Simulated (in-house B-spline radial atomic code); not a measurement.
## OLYP excitations of La IV (La3+)

Method: OLYP. Computed with a B-spline radial code for spherical atoms: linear response of the closed shell [Kr] 4d10 5s2 5p6 with the functional's adiabatic kernel; scalar-relativistic (spin-free one-electron X2C), finite nucleus, no spin-orbit coupling, no double excitations, S, P, D and F terms only; shells from n = 3 respond. Only terms of natural parity with L up to 3 were computed.

Spin-orbit coupling is strong here, so these LS terms don't match observed levels.

Command:
```bash
python run_td.py task.json out
```
Settings (radii: box in bohr, nucleus in fm):
```
Z                        57
electrons                54
configuration            [Kr] 4d10 5s2 5p6
hamiltonian              x2c
method                   optx,lyp
box_radius               23.08
rms_radius               4.855
intervals                72
```

Run time, properties included: 4.1 s on 1 thread of Arm Neoverse N1, with other jobs on the host.

The lowest states, in the order of their Tamm-Dancoff energies; the method's threshold (minus the highest occupied level) is 44.83 eV. Labels give the largest channel, * marks a mixed state, and oscillator strengths are full-response dipole values. Semilocal kernels can invert the small singlet-triplet splittings of Rydberg terms. Energies in eV:

```
     state  full response  Tamm-Dancoff  oscillator strength
5p → 4f 3D         16.058        16.129                    -
5p → 4f 1D              ?             ?                    -
5p → 5d 3P         19.890        19.981                    -
5p → 5d 3F         20.143        20.244                    -
5p → 5d 1F         21.686        21.710                    -
5p → 6s 3P         23.810        23.829                    -
5p → 6s 1P         24.133        24.178                 0.11
5p → 5d 1P         26.077        26.847                  5.7
5p → 6p 3S         28.033        28.065                    -
5p → 6p 3D         28.107        28.120                    -
5p → 6p 1D         28.331        28.344                    -
5p → 6p 1S         29.767        29.902                    -
5s → 4f 3F          33.18         33.23                    -
5p → 6d 3P              ?             ?                    -
```

(1) Where does 5p → 4f 1D lie?

(2) Where does 5p → 6d 3P lie?

(3) How large is the singlet-triplet splitting of 5p → 4f (D terms) in Tamm-Dancoff?

(4) What polarisabilities and dispersion coefficient does the method give?

## Answers

(1) At 18.435 eV in full response, 18.554 eV in Tamm-Dancoff.

(2) At 34.06 eV in full response, 34.07 eV in Tamm-Dancoff.

(3) 2.43 eV, from the unrounded values.

(4) Dipole 7.67 bohr³, quadrupole 28.5 bohr⁵, C6 48.88 hartree·bohr⁶ for two such species.
